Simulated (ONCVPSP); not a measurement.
## Transferability test, ONCV potential for barium (Ba)

ONCVPSP 4.0.1 input, shortened (lines: element, Z, core and valence counts, functional; n l f; lmax; l rc ep ncon nbas qcut; lloc lpopt rc5 dvloc0; l nproj debl; icmod fcfact rcfact), PBE, scalar-relativistic:

```
  Ba 56.00    9    3        4      upf
    1    0    2.00
    2    0    2.00
    2    1    6.00
    3    0    2.00
    3    1    6.00
    3    2   10.00
    4    0    2.00
    4    1    6.00
    4    2   10.00
    5    0    2.00
    5    1    6.00
    6    0    2.00
    2
    0    2.40    0.00    3    7    4.60
    1    2.25    0.00    4    8    6.20
    2    2.25    0.23    4    7    4.50
    2    5    2.25    0.00
    0    2    1.00
    1    2    0.60
    2    0    3.70
    0    0.00    0.00
```

In the p channel the program set the typed energies aside and used -0.689, 0.250 Ha. In the d channel the program set the typed energies aside and used 0.050 Ha.

Energies are relative to the spin-unpolarised reference configuration 5s2 5p6 6s2; without spin polarisation the order of configurations can differ from experiment.

| valence configuration | charge | ΔE all-electron (eV) | error AE − PS (meV) |
| --- | --- | --- | --- |
| 5s2 5p6 6s0 | +2 | 15.344 | -1.5 |
| 5s2 5p6 5d1 6s1 | 0 | 1.332 | -2.6 |

Q: What are ΔE and the potential's error for 5s2 5p6 6s1.5?

A: ΔE = 2.136 eV all-electron; the error (AE − PS) is -0.2 meV.

Q: What are ΔE and the potential's error for 5s2 5p6 6s1?

A: ΔE = 5.362 eV all-electron; the error (AE − PS) is -0.6 meV.

Levels in the configuration 5s2 5p6 6s0:

| level | all-electron (eV) | pseudo (eV) |
| --- | --- | --- |
| 5s | -45.982 | -45.991 |
| 5p | -30.907 | -30.909 |
